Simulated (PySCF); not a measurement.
**The third ionisation energy along group 10**

All values are computed (PySCF 2.14, energy differences of UHF-based or UKS calculations, no spin-orbit coupling). Values in eV. The last column holds reference values (NIST; (s) semi-empirical, (t) theoretical, else measured). Unmarked ones compare directly (S terms, centres of terms, or small fine structure); those marked * lie between the lowest fine-structure levels and include a spin-orbit shift.

```json
{"element": "Ni (ANO-RCC-VTZP, spin-free X2C)", "configurations": "[Ar] 3d8 → [Ar] 3d7", "LDA": "36.268", "PBE": "35.810", "MP2 (valence)": "34.880", "SCS-MP2 (valence)": "34.813", "MP2 (valence and next inner shell)": "35.387", "CCSD (valence and next inner shell)": "34.755", "reference": "35.187 ± 0.019 *"}
{"element": "Pd (ANO-RCC-VTZP, spin-free X2C)", "configurations": "[Kr] 4d8 → [Kr] 4d7", "LDA": "33.612", "PBE": "33.260", "MP2 (valence)": "32.835", "SCS-MP2 (valence)": "32.842", "MP2 (valence and next inner shell)": "32.876", "CCSD (valence and next inner shell)": "32.633", "reference": "32.93 (s) *"}
{"element": "Pt (ANO-RCC-VTZP, spin-free X2C)", "configurations": "[Xe] 4f14 5d8 → [Xe] 4f14 5d7", "LDA": "31.581", "PBE": "31.136", "MP2 (valence)": "30.648", "SCS-MP2 (valence)": "30.666", "MP2 (valence and next inner shell)": "30.729", "CCSD (valence and next inner shell)": "30.555", "reference": "29 ± 1.6 (t) *"}
```

"Valence" correlates the outer s and p shells and, in groups 3 to 12 and the f block, the outer d or f shell, open or full, or the next shell where the ion has no valence electron left; the wider scheme adds the next inner shell.
